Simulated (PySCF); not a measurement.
## Correlation energy of Sn²⁺ (tin, charge +2)

[Kr] 4d10 5s2, closed-shell 1S. All numbers are calculated (PySCF 2.14, a scalar-relativistic core potential, in def2-QZVPPD with the def2 core potential (28 electrons)). Frozen: 4s2 4p6 4d10; 2 electrons correlated.

With two correlated electrons CCSD is exact within the correlated space (frozen core and kept virtual orbitals).

| level | correlation energy (mhartree) |
| --- | --- |
| CCSD | -34.88 |

Diagnostics: T1 = 0.0044, D1 = 0.0063, largest double amplitude 0.100.

Cost of the coupled-cluster step: about 2.3 core-seconds, for 2 correlated electrons.
